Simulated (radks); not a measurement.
Spherical jellium clusters: N electrons in a uniform positive sphere of charge N and radius rs N^(1/3), rs = 2.84 bohr. Method: non-relativistic Kohn-Sham, LDA (Slater exchange, Perdew-Wang correlation), spin-polarised, spherical densities; computed with a radial shooting solver with Libxc functionals. Levels are named by radial order and angular momentum (1s, 1p, 1d, 2s, ...), and open shells are averaged over m. Each electron was tried in the lowest free levels, single moves between levels near the top were tried too, and the lowest total energy was kept; such a search can miss a lower state. Energies include the self-energy of the background; IP and EA are vertical (highest electron removed, lowest free level filled), at fixed background; spill-out counts the electrons outside the background radius R, and alpha is the static dipole polarisability from linear response (closed shells only). A dash means not computed or, for alpha, an open shell; in EA it means that no bound solution was reached, which is typical of self-interaction and does not show that the anion is unstable. Real open-shell clusters deform, which this model forbids.

| N | open shells | 2S | E/N (eV) | E(N+1) + E(N-1) - 2E(N) (eV) | IP (eV) | EA (eV) | -e(HOMO) (eV) | spill-out (e) | alpha/R^3 |
|---|---|---|---|---|---|---|---|---|---|
| 1 | 1s(up 1, down 0) | 1 | -0.732 | - | - | - | 3.677 | 0.51 | - |
| 2 | none | 0 | -1.420 | 1.877 | 6.807 | - | 4.146 | 0.72 | 2.003 |
| 3 | 1p(up 1, down 0) | 1 | -1.024 | -0.886 | 4.400 | - | 2.343 | 1.09 | - |
| 4 | 1p(up 2, down 0) | 2 | -1.047 | -0.735 | 5.292 | - | 3.134 | 1.33 | - |
| 5 | 1p(up 3, down 0) | 3 | -1.208 | 0.337 | 5.832 | - | 3.673 | 1.49 | - |
| 6 | 1p(up 3, down 1) | 2 | -1.259 | -0.597 | 5.296 | - | 3.348 | 1.67 | - |
| 7 | 1p(up 3, down 2) | 1 | -1.381 | -0.450 | 5.780 | 1.984 | 3.816 | 1.80 | - |
| 8 | none | 0 | -1.529 | 2.156 | 6.108 | - | 4.159 | 1.92 | 1.669 |
| 9 | 1d(up 1, down 0) | 1 | -1.404 | -0.402 | 3.840 | - | 2.143 | 2.16 | - |
| 10 | 1d(up 2, down 0) | 2 | -1.344 | -0.366 | 4.266 | - | 2.565 | 2.35 | - |
| 11 | 1d(up 3, down 0) | 3 | -1.329 | -0.326 | 4.605 | - | 2.909 | 2.50 | - |
| 12 | 1d(up 4, down 0) | 4 | -1.343 | -0.289 | 4.882 | 1.598 | 3.196 | 2.64 | - |
| 13 | 1d(up 5, down 0) | 5 | -1.378 | 0.415 | 5.112 | - | 3.439 | 2.75 | - |
| 14 | 1d(up 5, down 0) 2s(up 1, down 0) | 6 | -1.377 | -0.229 | 4.636 | 1.498 | 3.092 | 3.03 | - |
| 15 | 1d(up 5, down 2) | 3 | -1.393 | -0.293 | 4.864 | 1.766 | 3.282 | 3.00 | - |
| 16 | 1d(up 5, down 3) | 2 | -1.424 | -0.229 | 5.083 | 1.997 | 3.509 | 3.11 | - |
| 17 | 1d(up 5, down 4) | 1 | -1.465 | -0.203 | 5.268 | 2.200 | 3.705 | 3.21 | - |
| 18 | none | 0 | -1.513 | 0.258 | 5.426 | 2.021 | 3.876 | 3.30 | 1.508 |
| 19 | 2s(up 1, down 0) | 1 | -1.543 | 0.216 | 5.125 | 1.913 | 3.626 | 3.50 | - |
| 20 | none | 0 | -1.558 | 1.137 | 4.927 | - | 3.480 | 3.73 | 1.560 |
| 21 | 1f(up 1, down 0) | 1 | -1.518 | -0.209 | 3.833 | - | 2.411 | 3.87 | - |
| 22 | 1f(up 2, down 0) | 2 | -1.491 | -0.195 | 4.026 | - | 2.612 | 3.98 | - |
| 23 | 1f(up 3, down 0) | 3 | -1.475 | -0.181 | 4.199 | 1.430 | 2.792 | 4.09 | - |
| 24 | 1f(up 4, down 0) | 4 | -1.468 | -0.169 | 4.355 | 1.598 | 2.955 | 4.19 | - |
| 25 | 1f(up 5, down 0) | 5 | -1.468 | -0.157 | 4.495 | 1.752 | 3.104 | 4.28 | - |
| 26 | 1f(up 6, down 0) | 6 | -1.474 | -0.146 | 4.622 | 1.894 | 3.239 | 4.36 | - |
| 27 | 1f(up 7, down 0) | 7 | -1.485 | 0.414 | 4.738 | 1.491 | 3.364 | 4.44 | - |
| 28 | 1f(up 7, down 1) | 6 | -1.481 | -0.158 | 4.294 | 1.657 | 2.958 | 4.54 | - |
| 29 | 1f(up 7, down 2) | 5 | -1.482 | -0.147 | 4.435 | 1.808 | 3.105 | 4.63 | - |
| 30 | 1f(up 7, down 3) | 4 | -1.488 | -0.137 | 4.562 | 1.947 | 3.238 | 4.71 | - |
| 31 | 1f(up 7, down 4) | 3 | -1.498 | -0.127 | 4.678 | 2.075 | 3.361 | 4.79 | - |
| 32 | 1f(up 7, down 5) | 2 | -1.512 | -0.119 | 4.784 | 2.194 | 3.474 | 4.86 | - |
| 33 | 1f(up 7, down 6) | 1 | -1.528 | -0.111 | 4.881 | 2.305 | 3.579 | 4.94 | - |
| 34 | none | 0 | -1.546 | 0.498 | 4.971 | 1.872 | 3.676 | 5.01 | 1.397 |
| 35 | 2p(up 1, down 0) | 1 | -1.550 | -0.066 | 4.452 | 1.996 | 3.207 | 5.21 | - |
| 36 | 2p(up 2, down 0) | 2 | -1.555 | -0.056 | 4.548 | 2.105 | 3.310 | 5.40 | - |
| 37 | 2p(up 3, down 0) | 3 | -1.561 | 0.265 | 4.632 | 1.910 | 3.401 | 5.59 | - |
| 38 | 2p(up 3, down 1) | 2 | -1.560 | -0.064 | 4.392 | 2.036 | 3.198 | 5.80 | - |
| 39 | 2p(up 3, down 2) | 1 | -1.560 | -0.056 | 4.495 | 2.149 | 3.306 | 6.01 | - |
| 40 | none | 0 | -1.562 | 0.584 | 4.584 | 1.552 | 3.401 | 6.22 | 1.502 |
| 41 | 1g(up 1, down 0) | 1 | -1.550 | -0.115 | 4.032 | 1.654 | 2.831 | 6.28 | - |
| 42 | 1g(up 2, down 0) | 2 | -1.541 | - | 4.120 | 1.750 | 2.924 | 6.34 | - |

All shells are closed at N = 2, 8, 18, 20, 34, 40 (there: 1s2 1p6 1d10 2s2 1f14 2p6); the second difference of the energy has clear peaks (12 % above both neighbours; the first and last values, which can be the largest, are not judged, and half-filled shells can peak too) at N = 5, 8, 13, 18, 20, 27, 34, 37, 40.
